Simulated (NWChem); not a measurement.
Species: InPH4O2; SMILES [OH][In]([PH2])[OH]

```xyz
8

In    -0.0022    -0.2542    -0.0054
O     -1.5442    -1.5326    -0.0195
H     -2.4044    -1.0992    -0.0469
O      1.7198    -1.2618    -0.0194
H      1.5630    -2.2139    -0.0288
P     -0.0391     2.2351    -0.0761
H      1.1002     2.3008     0.7852
H     -0.9678     2.2977     1.0108
```
Atoms are numbered in this order, from 1.

All runs: NWChem. Structure relaxed at the PBE0/def2-SVP (def2 core potentials past Kr) level.

Task: What does the run give for TPSS/3-21G, non-relativistic? Quantities: highest occupied level (eV); orbital gap (eV); dipole (D).

Result: The highest occupied level (eV) is -5.76. The orbital gap (eV) is 3.92 and the dipole (D) comes out as 1.96.
